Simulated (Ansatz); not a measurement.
Basis-set extrapolation for `B/C=C(\C)O` (PBE0-D4/def2-TZVP geometry, frozen core, the Gaussian-basis code of Ansatz). Multiplicity 1, RHF reference.

```tsv
	def2-TZVPP	def2-QZVPP
HF	-217.287000	-217.297218
MP2 correlation	-0.836808	-0.894056
CCSD(T) correlation	-0.912856	not run
```

Energies in hartree. Use E(X) = E(∞) + A·exp(−7.88·√X) for Hartree–Fock and E(X) = E(∞) + B·X^(−2.97) for correlation, with X = 3 and 4, and add CCSD(T) minus MP2 of the smaller set to the MP2 limit.

Q: What is the CCSD(T) energy at the basis-set limit?

A: HF limit: -217.297218 + (-0.010218) × 0.13774 = -217.29863. MP2 limit: -0.894056 + (-0.057248) × 0.74074 = -0.93646. Higher-order term: -0.912856 − (-0.836808) = -0.07605. Total: -218.31114 hartree, 292.2 kJ/mol below CCSD(T)/def2-TZVPP.
